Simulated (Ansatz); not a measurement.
Other settings, tried on [TcH9]2- (TcH9²⁻).

```yaml
crystal:
  periodic: [false, false, false]
  atoms:
    - {symbol: Tc, position_ang: [-0.000026, -0.000019, 0.000016]}
    - {symbol: H, position_ang: [0.840456, 1.439133, -0.001594]}
    - {symbol: H, position_ang: [-1.668222, 0.020916, -0.005354]}
    - {symbol: H, position_ang: [0.806789, -1.458108, 0.006823]}
    - {symbol: H, position_ang: [1.206609, -0.010669, 1.204684]}
    - {symbol: H, position_ang: [1.214147, -0.017739, -1.196942]}
    - {symbol: H, position_ang: [-0.591091, 1.045601, 1.208429]}
    - {symbol: H, position_ang: [-0.583368, 1.038416, -1.218283]}
    - {symbol: H, position_ang: [-0.616463, -1.025223, 1.213445]}
    - {symbol: H, position_ang: [-0.608832, -1.032317, -1.211214]}
basis:
  gaussian: {orbitals: STO-3G}
total_charge: -2
hamiltonian: {xc: {name: HF}}
correlation: {method: mp2}
```

```sh
$ ansatz run in.yaml --threads 4 --pin off --events-out ev --progress --plain --max-ram 3916MiB
```

Output, abridged:

```
Functional definition: HF
465 factors; integrals over basis functions are off by at most 4.0e-4 eV
mean field evaluation 1: about -113392.1026 eV, gradient 7.7e1 eV
mean field evaluation 2: about -113392.2718 eV, gradient 7.7e1 eV
mean field evaluation 4: about -113408.9626 eV, gradient 2.5e0 eV
mean field evaluation 8: about -113408.9804 eV, gradient 7.2e-2 eV
mean field evaluation 16: about -113394.7144 eV, gradient 2.5e1 eV
mean field -113408.98037077 eV, -4167.7031572580 hartree, gradient 1.4e-6 eV, S^2 0.000000; 2 other end points of the search recorded, 0 dependent functions left out
14 core orbitals not correlated: weight in the atoms' cores, before any rotation towards them, 1.000 or more for the frozen orbitals, at most 0.000 for the correlated occupied ones
reference -113408.98037077 eV, -4167.7031572580 hartree; 13, 13 occupied and 9, 9 virtual orbitals, 465 factors
second order -7.46229185 eV of doubles, -0.00000000 eV of singles
Total energy: -113416.44266262 eV, -4167.9773914255 hartree
```

Hardware: 4 threads of Arm Neoverse V1 on a shared host. Wall time 0.2 s.

Correlated methods freeze 14 core orbitals; core or outer-core shells of Tc are correlated, in sets that lack core-valence functions. A multiply charged anion in the gas phase is held together partly by the finite basis. The highest occupied level of an anion often lies above zero with these methods, and sets without diffuse functions describe the outer electron poorly.
